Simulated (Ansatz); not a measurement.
The cluster Ru₂Br₆, relaxed as a singlet with RKS PBE-D4/def2-SVP in Ansatz, starting from the GFN1-xTB geometry. Force threshold 0.03 eV/Å.

In the def2 sets Ru takes a core potential; there is no spin–orbit coupling. The restricted singlet is unstable towards broken spin symmetry in Hartree–Fock (as tested in another run); at PBE-D4/def2-SVP this wasn't settled. The structure comes from a short search, and lower isomers may exist.

Start:

Cartesian coordinates in Å:
```
Ru -1.004 0.542 -0.258
Ru 0.780 -0.597 0.627
Br 1.170 -0.430 2.960
Br -0.708 2.920 -0.089
Br -0.749 0.384 -2.663
Br -3.186 -0.280 0.187
Br 0.957 -2.821 -0.269
Br 2.741 0.282 -0.496
```

Problem. Estimate the energy that the relaxation releases and the steps that it takes.

Solution. 6.7 kcal/mol, in 6 steps; 40 s on 4 threads of Arm Neoverse V2 on a shared host. The force fell under the threshold at step 5, but the optimiser went on. No frequencies were taken in this run, so the end may be a saddle point.

Problem. Does the start keep its bonding?

Solution. By distances, no bond broke or formed. The bond that changes most is Ru1–Ru2, from 2.29 to 2.16 Å (atoms count from 1).

Problem. Predict the relaxed structure.

Solution. 
```xyz
8

Ru   -0.8457    0.5303   -0.4132
Ru    0.8368   -0.5322    0.4274
Br    0.8502   -0.3484    2.7865
Br   -0.7306    2.8286    0.1364
Br   -0.8251    0.3406   -2.7706
Br   -2.8836   -0.3478    0.4083
Br    0.7390   -2.8238   -0.1526
Br    2.8590    0.3527   -0.4223
```
Bond lengths (bridged metal pairs left out): 6 × Br–Ru 2.37 Å; 1 × Ru–Ru 2.16 Å.
